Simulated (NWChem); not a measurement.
CH4BFSe; SMILES CB(F)[SeH]

```xyz
8

B     -0.0561     0.9342     0.0000
F     -1.2721     1.4771     0.0000
C      1.1941     1.8715     0.0000
H      1.1471     2.5336    -0.8816
H      2.1625     1.3556     0.0000
H      1.1471     2.5336     0.8816
Se    -0.0388    -1.0145     0.0000
H      1.4256    -1.1253     0.0000
```
Atoms are numbered in this order, from 1.

Computed with NWChem. Structure relaxed at the PBE0/def2-SVP level. Level B3LYP/def2-SVP: energy and gradient on several grids; changes count from the extra-fine grid, which is no exact limit either.

Q: Which is the coarsest grid (xcoarse; medium; xfine; coarse; fine) from which on the energy stays within 50 μHa and each gradient component within 100 μHa/bohr of xfine?

A: fine.
```csv
grid,size of the energy change (μHa),largest change of a gradient component (μHa/bohr)
xcoarse,2000,9000
coarse,50,800
medium,< 10,200
fine,< 10,< 30
xfine,< 10,< 30
```
